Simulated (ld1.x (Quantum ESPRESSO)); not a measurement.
**Ag (Z = 47), PAW: configuration errors across variants**

| Item | Value |
| --- | --- |
| Element | silver (Ag) |
| Generator | ld1.x (Quantum ESPRESSO) 7.5 |
| Type | PAW |
| Functional | PW91 |
| Relativity | fully relativistic |
| Frozen core | [Ar] 3d10 |
| Valence charge | 19 |
| Reference configuration | 4s2 4p6 4d9 5s0 5p0 (charge +2) |
| Partial waves | 4s (bound): rcut 1.25, rcutus 1.50 bohr; 5s (bound, empty): rcut 1.25, rcutus 1.50 bohr; 4p (bound): rcut 1.95, rcutus 2.05 bohr; 5p (bound, empty): rcut 1.95, rcutus 2.05 bohr; 4d (bound): rcut 1.45, rcutus 1.70 bohr; 4d channel at 1.4 Ry: rcut 1.45, rcutus 1.70 bohr |
| Local potential | all-electron potential smoothed inside 1.75 bohr (lloc = -1) |
| Core correction | a·sin(br)/r model core, default radius (core density twice the valence density) |
| Augmentation charge | BESSEL, radius 1.30 bohr |

Open shells are filled in proportion to 2j + 1 (rel_dist='average').

All-electron excitation energies from the reference (eV): (1) 4s2 4p6 4d10 5s1 5p0 -30.022; (2) 4s2 4p6 4d10 5s0 5p0 -22.195; (3) 4s2 4p6 4d8 5s0 5p0 36.273; (4) 4s2 4p6 4d9 5s2 5p0 -25.949; (5) 4s2 4p6 4d7 5s0 5p0 88.068; (6) 4s2 4p6 4d10 5s0 5p1 -26.123; (7) 4s2 4p6 4d9 5s1 5p0 -16.801.

Tests that are not counted but printed errors over 1 eV. “all radii but the core radius scaled by about 0.93 (s 1.40, p 1.92, d 1.58 bohr, rcut 1.16/1.82/1.36); local potential all-electron potential smoothed inside 1.64 bohr (lloc = -1); augmentation BESSEL, radius 1.22 bohr”: 4s2 4p6 4d10 5s0 5p1 (pseudo-atom not self-consistent, printed error -3.2 eV). “all radii but the core radius scaled by about 1.09 (s 1.64, p 2.24, d 1.86 bohr, rcut 1.36/2.12/1.58); local potential all-electron potential smoothed inside 1.92 bohr (lloc = -1); augmentation BESSEL, radius 1.42 bohr”: 4s2 4p6 4d8 5s0 5p0 (solver errors, printed error -2668 eV); 4s2 4p6 4d7 5s0 5p0 (solver errors, printed error -2217 eV).

Errors AE − PS in meV (a dash: test not solved or not reliable):

```tsv
change	(1)	(2)	(3)	(4)	(5)	(6)	(7)	bound ghosts
base	+4.4	+0.2	-3.7	+9.8	-27	+5.4	+3.7	not determined
all radii but the core radius scaled by about 0.77 (s 1.16, p 1.58, d 1.32 bohr, rcut 0.96/1.52/1.12); local potential all-electron potential smoothed inside 1.36 bohr (lloc = -1); augmentation BESSEL, radius 1.00 bohr	+0.6	+0.8	+1.2	+0.1	+10	+0.5	+0.1	not determined
all radii but the core radius scaled by about 0.85 (s 1.28, p 1.74, d 1.46 bohr, rcut 1.06/1.66/1.24); local potential all-electron potential smoothed inside 1.50 bohr (lloc = -1); augmentation BESSEL, radius 1.10 bohr	–	–	–	–	–	–	–	not determined
all radii but the core radius scaled by about 0.93 (s 1.40, p 1.92, d 1.58 bohr, rcut 1.16/1.82/1.36); local potential all-electron potential smoothed inside 1.64 bohr (lloc = -1); augmentation BESSEL, radius 1.22 bohr	+0.2	0.0	-2.0	-0.9	-15	–	-0.3	not determined
all radii but the core radius scaled by about 1.09 (s 1.64, p 2.24, d 1.86 bohr, rcut 1.36/2.12/1.58); local potential all-electron potential smoothed inside 1.92 bohr (lloc = -1); augmentation BESSEL, radius 1.42 bohr	+31	+2.7	–	+61	–	+11	+20	not determined
all radii but the core radius scaled by about 1.19 (s 1.78, p 2.44, d 2.02 bohr, rcut 1.48/2.32/1.72); local potential all-electron potential smoothed inside 2.08 bohr (lloc = -1); augmentation BESSEL, radius 1.54 bohr	–	–	–	–	–	–	–	not determined
all radii but the core radius scaled by about 1.30 (s 1.94, p 2.66, d 2.20 bohr, rcut 1.62/2.52/1.88); local potential all-electron potential smoothed inside 2.26 bohr (lloc = -1); augmentation BESSEL, radius 1.68 bohr	–	–	–	–	–	–	–	not determined
```

Task: Give the same row for: all radii but the core radius scaled by about 1.38 (s 2.06, p 2.82, d 2.34 bohr, rcut 1.72/2.68/2.00); local potential all-electron potential smoothed inside 2.42 bohr (lloc = -1); augmentation BESSEL, radius 1.80 bohr.

Result: –, –, –, –, –, –, –; bound ghosts: not determined.
